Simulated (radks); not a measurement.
Spherical quantum dot in the effective-mass picture: electrons in a well V = -V0 / (1 + exp((r - R)/a)) with V0 = 22.2, R = 2.42, a = 0.082, all in effective atomic units (hartree* = m*/eps^2 hartree, bohr* = eps/m* bohr), one dielectric constant everywhere. Method: non-relativistic Kohn-Sham, PBE, spin-polarised, spherical densities; computed with a radial shooting solver with Libxc functionals. Levels are named by radial order and angular momentum (1s, 1p, 1d, 2s, ...), and open shells are averaged over m. Results are scaled to m* = 0.137 and eps = 5.2, for which hartree* = 137.9 meV and bohr* = 2.009 nm.

N = 23, configuration 1s2 1p6 1d10 1f(up 5, down 0). This is the lowest configuration that the search found. Occupied and some empty levels:

level    occupation  eigenvalue (meV)  <r> (nm)
1s up             1           -1299.1     3.218
1s down           1           -1288.3     3.192
1p up             3           -1233.4     3.413
1p down           3           -1221.1     3.399
1d up             5           -1126.5     3.565
1d down           5           -1113.1     3.557
1f up             5           -984.49     3.688
1f down           0           -970.41     3.683
2s up             0           -940.54     2.340
2s down           0           -936.21     2.348
1g up             0           -810.80     3.791
1g down           0           -796.21     3.789
2p up             0           -748.32     2.715
2p down           0           -742.49     2.715
2d up             0           -525.40     2.970
2d down           0           -518.22     2.968

Energy (meV): total -44537.0, kinetic 7061.3, external -68602, Hartree 19098, exchange-correlation -2094.4.
